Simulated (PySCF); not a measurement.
## Spinor energies of Cd⁺ (cadmium, charge +1)

Start: [Kr] 4d10 5s1; 5s1/2 filled at m_j = +1/2. Calculated with PySCF 2.14 in x2c-TZVPall-2c (8s9p7d1f, 77 functions): generalised Hartree-Fock with the X2C-1e Hamiltonian and a Gaussian nucleus; one run each with spin-orbit coupling (SO) switched off, then screened by Boettger's factors.

| spinor shell | electrons | ε, spin-free (eV) | ε, screened SO (eV) | weight of nominal j (screened SO) | rms radius, screened SO (bohr) |
| --- | --- | --- | --- | --- | --- |
| 1s1/2 | 2 | -26854.7 | -26852.6 | 1.000 | 0.0348 |
| 2s1/2 | 2 | -4082.5 | -4081.9 | 1.000 | 0.142 |
| 2p1/2 | 2 | -3656.9 | -3790.2 | 1.000 | 0.124 |
| 2p3/2 | 4 | -3656.9 | -3595.7 | 1.000 | 0.128 |
| 3s1/2 | 2 | -805.88 | -805.74 | 1.000 | 0.381 |
| 3p1/2 | 2 | -662.82 | -687.45 | 1.000 | 0.375 |
| 3p3/2 | 4 | -662.82 | -651.47 | 1.000 | 0.386 |
| 3d3/2 | 4 | -439.55 | -443.80 | 1.000 | 0.362 |
| 3d5/2 | 6 | -439.55 | -436.59 | 1.000 | 0.365 |
| 4s1/2 | 2 | -137.55 | -137.53 | 1.000 | 0.943 |
| 4p1/2 | 2 | -93.340 | -97.576 | 1.000 | 1.01 |
| 4p3/2 | 4 | -93.340 | -91.398 | 1.000 | 1.04 |
| 4d3/2 | 4 | -28.148 | -28.647 | 0.993 | 1.36 |
| 4d5/2 | 6 | -28.148 | -27.814 | 0.995 | 1.38 |
| 5s1/2 | 1 | -15.717 | -15.719 | 1.000 | 2.96 |

| quantity | spin-free | screened SO |
| --- | --- | --- |
| E (hartree) | -5590.50575 | -5591.63047 |
| M_J | 1/2 | 1/2 |
| ⟨J²⟩ | 0.751 | 0.751 |
| ⟨L²⟩ | 0.000 | 0.016 |
| ⟨S²⟩ | 0.751 | 0.767 |

Breit and QED terms are absent; they matter most for the inner s and p1/2 levels.

Densities and radii are taken from the X2C orbitals without a picture-change correction, which distorts them close to the nucleus.

Without spin-orbit coupling the j labels of p, d and f shells carry no meaning; the spin-free column gives the mean over the occupied spinors of each nl shell.
